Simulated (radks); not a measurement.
Results of a calculation; reference values are marked as such.
Species: a nucleus of charge 79.6 with 78 electrons. Configuration: [Xe] 4f14 5d10. Code: a radial shooting solver on a logarithmic mesh with Libxc functionals. Model: scalar-relativistic Kohn-Sham, PBEsol, spin-polarised, spherical densities, finite nucleus; Fermi nuclear charge, rms radius 5.4371 fm.

Radial electron density D(r) = 4 pi r^2 rho(r):

r (bohr)  D(r) (e/bohr)
0.003029          47.13
0.004039          64.02
0.005388          82.43
0.007128          98.66
0.009508          109.1
0.01268           109.5
0.01678           102.4
0.02238           98.09
0.02985           110.3
0.03949           136.0
0.05267           149.6
0.07025           132.0
0.09295           116.5
0.124             133.2
0.1654            131.5
0.2188            89.12
0.2918            79.72
0.3892            90.41
0.5191            60.01
0.6868            30.55
0.9161            22.21
1.222             15.51
1.617             7.740
2.156             2.744
2.876            0.6581
3.805           0.09592
5.075          0.006004

D(r) has 4 maxima, at r = 0.0111, 0.0514, 0.143, 0.371 bohr, and minima at 0.0215, 0.0922, 0.263 bohr, inside which lie 1.88, 11.02, 30.03 electrons.
